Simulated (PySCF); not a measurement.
CH₈N₂Si₃.

```xyz
14

C      0.2659     1.8456    -0.0288
N      1.3974     1.2803    -0.1411
Si     1.7529    -0.4456    -0.2220
Si    -0.1761    -1.7225     0.2231
N     -1.5039    -0.6023    -0.0219
Si    -1.5018     1.1302     0.0754
H      0.2686     2.9609     0.0089
H      2.8458    -0.7233     0.7557
H      2.2739    -0.7174    -1.5961
H     -0.1571    -2.3027     1.6078
H     -0.3294    -2.8792    -0.7164
H     -2.4252    -1.0272    -0.1046
H     -2.0968     1.6677     1.3429
H     -2.2794     1.7319    -1.0533
```
Charge 0, spin multiplicity 1.

Geometry optimised at PBE0-D3(BJ)/def2-SVP. The structure was generated by enumeration, and PubChem lists no compound with its InChIKey, so it may never have been made.

Computed with PBE/pcSseg-1 in PySCF. Non-relativistic, no solvent.

Computed absolute GIAO shielding of each atom: isotropic value and principal components (ppm):
```tsv
atom	σ(iso)	σ11	σ22	σ33	span
C1	-27.4	-148.4	-47.8	113.9	262.3
N2	-223.1	-787.3	-184.0	301.9	1089.2
Si3	406.3	374.5	389.3	455.1	80.6
Si4	401.2	341.3	397.1	465.0	123.7
N5	268.5	235.4	260.1	310.0	74.7
Si6	410.5	343.5	426.8	461.1	117.5
H7	20.7	16.8	20.7	24.8	8.0
H8	25.8	23.7	24.2	29.5	5.8
H9	25.7	23.7	24.3	29.1	5.4
H10	25.9	22.5	24.3	31.1	8.6
H11	26.2	23.3	24.5	30.8	7.6
H12	31.8	21.8	29.6	44.0	22.2
H13	26.0	22.4	24.8	30.9	8.5
H14	26.3	22.5	25.2	31.2	8.6
```
